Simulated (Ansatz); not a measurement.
The pair A = AlF2H (SMILES [F][AlH][F]) (first 4 atoms), B = NH3 (SMILES N); geometry from B3LYP-D3(BJ)/def2-TZVP.
(charge 0, multiplicity 1):
```csv
atom,x (Å),y (Å),z (Å)
F,1.2279,0.7473,0.6289
Al,-0.2766,0.2782,1.1891
F,-0.7081,-1.2994,0.8389
H,-1.4182,1.3607,1.2156
N,0.2542,-0.0250,3.1275
H,0.6118,0.8185,3.5675
H,-0.5167,-0.3751,3.6898
H,0.9945,-0.7229,3.1478
```

Correlated levels freeze the cores. MP2 and its Hartree–Fock in aug-cc-pV(Q+d)Z, aug-cc-pV(T+d)Z are density fitted.

Programs: Ansatz (Gaussian orbitals). 

The counterpoise-corrected interaction energy is E(AB) − E(A in the pair's basis) − E(B in the pair's basis). Total energies (hartree):

```csv
level,AB,A in the pair's basis,B in the pair's basis
HF/aug-cc-pV(T+d)Z,-497.8994666,-441.6156654,-56.2200333
MP2/aug-cc-pV(T+d)Z,-498.7435212,-442.2202586,-56.4609230
HF/aug-cc-pV(Q+d)Z,-497.9214428,-441.6338406,-56.2236171
MP2/aug-cc-pV(Q+d)Z,-498.8252481,-442.2839786,-56.4777891
MP2/aug-cc-pV(D+d)Z,-498.5030930,-442.0380212,-56.4068630
CCSD(T)/aug-cc-pV(D+d)Z,-498.5439869,-442.0585474,-56.4274084
```

Task: Work out the counterpoise-corrected interaction energy at the basis-set limit: extrapolate the MP2 correlation part as X⁻³, take Hartree–Fock from the larger set, and add the CCSD(T) − MP2 difference of aug-cc-pV(D+d)Z.

Result: 
1. Differences (1 hartree = 627.509 kcal/mol): HF/aug-cc-pV(T+d)Z -40.015; MP2/aug-cc-pV(T+d)Z -39.119; HF/aug-cc-pV(Q+d)Z -40.151; MP2/aug-cc-pV(Q+d)Z -39.835; MP2/aug-cc-pV(D+d)Z -36.527; CCSD(T)/aug-cc-pV(D+d)Z -36.415.
2. Correlation parts, MP2 less HF: 0.896 in aug-cc-pV(T+d)Z (X = 3), 0.317 in aug-cc-pV(Q+d)Z (X = 4).
3. Limit (4³·(0.317) − 3³·(0.896))/(4³ − 3³) = -0.106; with HF/aug-cc-pV(Q+d)Z it gives -40.257.
4. CCSD(T) less MP2 in aug-cc-pV(D+d)Z: 0.112.
Result: -40.15 kcal/mol, against -39.12 at MP2/aug-cc-pV(T+d)Z. It is an estimate of this method's limit, not of the exact value.

Ansatz is a program for electronic structure.
